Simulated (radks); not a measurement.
Problem. The mean radii <r> (bohr) of the occupied orbitals of an atom or ion are listed with their occupations. Method: Dirac Kohn-Sham, relativistic LDA (MacDonald-Vosko exchange, VWN5 correlation), spin-unpolarised, spherical densities, finite nucleus; Fermi nuclear charge, rms radius of each element as measured or else 0.836 A^(1/3) + 0.57 fm; computed with a radial shooting solver on a logarithmic mesh with Libxc functionals.

| orbital | occ. | <r> |
|---|---|---|
| 1s1/2 | 2 | 0.02419 |
| 2s1/2 | 2 | 0.1029 |
| 2p1/2 | 2 | 0.08629 |
| 2p3/2 | 4 | 0.09257 |
| 3s1/2 | 2 | 0.2730 |
| 3p1/2 | 2 | 0.2624 |
| 3p3/2 | 4 | 0.2747 |
| 3d3/2 | 4 | 0.2456 |
| 3d5/2 | 6 | 0.2495 |
| 4s1/2 | 2 | 0.6185 |
| 4p1/2 | 2 | 0.6338 |
| 4p3/2 | 4 | 0.6604 |
| 4d3/2 | 4 | 0.7027 |
| 4d5/2 | 6 | 0.7117 |
| 5s1/2 | 2 | 1.368 |
| 5p1/2 | 1 | 1.473 |
| 5p3/2 | 4 | 1.528 |

Name the element and its charge.

Solution. Z = 59, praseodymium, charge +6: Pr6+ in [Kr] 4d10 5s2 5p(1/2: 1, 3/2: 4). The 1s radius gives Z: for a bare nucleus <r> = (2 gamma + 1)/(2Z) with gamma = sqrt(1 - (Z/c)^2), 0.02377 bohr for Z = 59, and screening makes it slightly larger (0.02419 here). The occupations add up to 53, and the charge is Z minus that.
